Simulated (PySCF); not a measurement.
Electron correlation in Nd⁴⁵⁺ (neodymium, charge +45)

[Ne] 3s2 3p3, high-spin 4S determinant. Calculation: PySCF 2.14, in an even-tempered Gaussian basis (18 s from 9.6 bohr⁻², ratio 2.5; 12 p from 12 bohr⁻², ratio 2.5; 4 d from 50 bohr⁻², ratio 2.7; 4 f from 74 bohr⁻², ratio 2.7); scalar relativity by spin-free X2C-1e. Frozen: 1s2; 13 electrons correlated; the 21 highest virtual orbitals of each spin left out.

```
  level  correlation energy (mhartree)
   CCSD                        -540.68
    (T)                          -0.70
CCSD(T)                        -541.38
```

Diagnostics: T1 = 0.00021, D1 = 0.0006, largest double amplitude 0.019.

Spin-orbit coupling is strong in this species (close to jj coupling), so the high-spin LS determinant is a model state, not a physical level.

Cost of the coupled-cluster step: roughly 40 core-seconds, for 13 correlated electrons.

At this charge the one-electron X2C treatment keeps the bare 1/r₁₂, with no two-electron picture change or Breit term. The effect here is smaller than on the frozen 1s shell; and a scalar Hamiltonian misses the large spin-orbit splitting of the p shells, which matters for ns² → np² pairs.

Spin-orbit coupling is strong in this species, so the high-spin LS determinant is a model state.
